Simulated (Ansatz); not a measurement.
A made-up structure of ZnBH$_{3}$O, closed shell:

```tsv
atom	x (Å)	y (Å)	z (Å)
B1	0.6110	0.4584	-1.2761
Zn2	-0.2056	-0.0504	0.5185
O3	-0.8976	-0.3826	2.1280
H4	0.6918	-0.3205	-2.1818
H5	0.0363	-0.6035	1.9244
H6	-1.2394	-1.2607	2.2997
```

It is relaxed with PBE-D4/def2-SVP and then PBE0-D4/def2-TZVP (Ansatz 0.2.0). Atoms count as bonded within 1.22 times the sum of their covalent radii (H–H: 0.88 Å). The end point is not checked to be a true minimum.

Problem. Does its bonding change? (Judge from chemistry; the calculation decides.)

Solution. Computed: Yes. Formed: none; broken: Zn2–O3, Zn2–H5.

Where it ends: The first stage lowers the energy by 2.16 eV in 26 steps. It ends as a complex of ZnBH ([BH][Zn]) + H₂O:
```
atom    x (Å)    y (Å)    z (Å)
  B1  -0.2551  -0.1117  -0.9427
 Zn2   1.4096   0.0456   0.5525
  O3  -0.5783  -0.4502   2.1226
  H4   0.2057   0.0891  -2.0554
  H5  -0.8545  -1.2763   2.5269
  H6  -0.9310  -0.4559   1.2088
```

Labels in which every atom is bracketed show which atoms are joined, not bond orders.

For scale, one of the runs: PBE0-D4/def2-TZVP relaxation, 128 basis functions, launched by `ansatz run in.yaml --threads 2 --pin off --events-out ev --progress --plain --max-ram 4352MiB`. Hardware: 2 CPU threads of an Intel Xeon Platinum 8259CL, shared host. Wall time about 35 s.
